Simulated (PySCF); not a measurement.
**InSe: script and output**

Input:

```python
from pyscf import gto, scf, mp

mol = gto.M(
    atom='In 0 0 0; Se 0 0 2.505',
    basis='lanl2dz',
    ecp={'In': 'lanl2dz', 'Se': 'lanl2dz'},
    charge=0,
    spin=1,
    symmetry=True,
    verbose=4,
)
mf = scf.UHF(mol)
mf.kernel()
mp.MP2(mf).kernel()
mf.dip_moment()
print('orbital energies (hartree):', [e[max(0, n-3):n+3].round(4) for e, n in zip(mf.mo_energy, mol.nelec)])
```

```bash
$ OMP_NUM_THREADS=1 python input.py
```

The log (some set-up lines and the per-cycle HOMO/LUMO lines with their warnings removed):

```
PySCF version 2.14.0

[INPUT] verbose = 4
[INPUT] num. atoms = 2
[INPUT] num. electrons = 9
[INPUT] charge = 0
[INPUT] spin (= nelec alpha-beta = 2S) = 1
[INPUT] symmetry True subgroup None
[INPUT] Mole.unit = angstrom
[INPUT] Symbol           X                Y                Z      unit          X                Y                Z       unit  Magmom
[INPUT]  1 In     0.000000000000   0.000000000000   0.000000000000 AA    0.000000000000   0.000000000000   0.000000000000 Bohr   0.0
[INPUT]  2 Se     0.000000000000   0.000000000000   2.505000000000 AA    0.000000000000   0.000000000000   4.733763942035 Bohr   0.0

nuclear repulsion = 3.80247097667066
point group symmetry = Coov
symmetry origin: [0.         0.         1.93913222]
symmetry axis x: [1. 0. 0.]
symmetry axis y: [0. 1. 0.]
symmetry axis z: [0. 0. 1.]
num. orbitals of irrep A1 = 8
num. orbitals of irrep E1x = 4
num. orbitals of irrep E1y = 4
number of shells = 8
number of NR pGTOs = 24
number of NR cGTOs = 16
basis = lanl2dz
ecp = {'In': 'lanl2dz', 'Se': 'lanl2dz'}

******** <class 'pyscf.scf.uhf_symm.SymAdaptedUHF'> ********
method = SymAdaptedUHF
initial guess = minao
damping factor = 0
level_shift factor = 0
DIIS = <class 'pyscf.scf.diis.CDIIS'>
diis_start_cycle = 1
diis_space = 8
diis_damp = 0
SCF conv_tol = 1e-09
SCF conv_tol_grad = None
SCF max_cycles = 50
direct_scf = True
direct_scf_tol = 1e-13
number electrons alpha = 5  beta = 4
Freeze 0 electrons in irreps []
    9 free electrons in irreps A1 E1x E1y
Set gradient conv threshold to 3.16228e-05
init E= 12.8226898620427

cycle= 1 E= -10.7674192581687  delta_E= -23.6  |g|= 0.447  |ddm|= 2.92
cycle= 2 E= -10.8252526791276  delta_E= -0.0578  |g|= 0.0849  |ddm|= 0.493
cycle= 3 E= -10.833265350616  delta_E= -0.00801  |g|= 0.0374  |ddm|= 0.204
cycle= 4 E= -10.8353606204752  delta_E= -0.0021  |g|= 0.0109  |ddm|= 0.0604
cycle= 5 E= -10.8358260295438  delta_E= -0.000465  |g|= 0.00344  |ddm|= 0.0541
cycle= 6 E= -10.8359035069496  delta_E= -7.75e-05  |g|= 0.00185  |ddm|= 0.0188
cycle= 7 E= -10.8359293308272  delta_E= -2.58e-05  |g|= 0.000817  |ddm|= 0.0113
cycle= 8 E= -10.835935437494  delta_E= -6.11e-06  |g|= 0.000239  |ddm|= 0.00761
cycle= 9 E= -10.8359357048377  delta_E= -2.67e-07  |g|= 5.04e-05  |ddm|= 0.00158
cycle= 10 E= -10.8359357145245  delta_E= -9.69e-09  |g|= 1.55e-05  |ddm|= 0.000245
cycle= 11 E= -10.8359357161384  delta_E= -1.61e-09  |g|= 8.02e-06  |ddm|= 8.1e-05
cycle= 12 E= -10.8359357166578  delta_E= -5.19e-10  |g|= 3.36e-06  |ddm|= 5.18e-05
Extra cycle  E= -10.8359357166967  delta_E= -3.89e-11  |g|= 2.3e-06  |ddm|= 8.59e-06
converged SCF energy = -10.8359357166967  <S^2> = 0.79198324  2S+1 = 2.0415516

******** <class 'pyscf.mp.ump2.UMP2'> ********
nocc = (np.int64(5), np.int64(4)), nmo = (16, 16)
E(UMP2) = -10.8848379300386  E_corr = -0.0489022133419107
E(SCS-UMP2) = -10.8860353155316  E_corr = -0.0500995988349574
E_corr(same-spin) = -0.00990352751000247
E_corr(oppo-spin) = -0.0389986858319083
Dipole moment(X, Y, Z, Debye):  0.00000,  0.00000, -5.26878
orbital energies (hartree): [array([-0.3459, -0.3264, -0.3264,  0.0102,  0.0102,  0.0941]), array([-0.4045, -0.3038, -0.3038, -0.0341,  0.0181,  0.0181])]
```

In short: E(SCF) = -10.835936 Eh, 12 cycles, E(MP2) − E(SCF) = -0.04890 Eh, ⟨S²⟩ = 0.792, μz(SCF) = -5.27 D.

Run time: 0.42 s on 1 thread of AMD EPYC 9R45 96-Core (shared host).

The bond length is a typed value, not an optimised one. No search for the lowest solution was made.
